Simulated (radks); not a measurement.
Problem. Coherent X-ray form factor from a spherical all-electron density. Calculated with a radial shooting solver on a logarithmic mesh with Libxc functionals: scalar-relativistic Kohn-Sham, PBE, spin-polarised, spherical densities, finite nucleus; Fermi nuclear charge, rms radius of each element as measured or else 0.836 A^(1/3) + 0.57 fm.

sin(theta)/lambda (1/angstrom),f0 (electrons)
0.05,14.783
0.1,14.173
0.15,13.280
0.2,12.245
0.25,11.197
0.3,10.230
0.4,8.694
0.5,7.644
0.6,6.876
0.8,5.600
1,4.429
1.25,3.234
1.5,2.420
2,1.613

The species is in the configuration that NIST lists as its ground one. Which atom or ion scatters so?

Solution. The argon ion Ar3+, [Ne] 3s2 3p3. Extrapolating in s^2 from the first two rows gives f0(0) = 15.0, near the electron count 15; among species with that count, the fall with angle is slower the higher Z, and the table is that of Z = 18; from so few rows the species is fixed only to a neighbour or two.
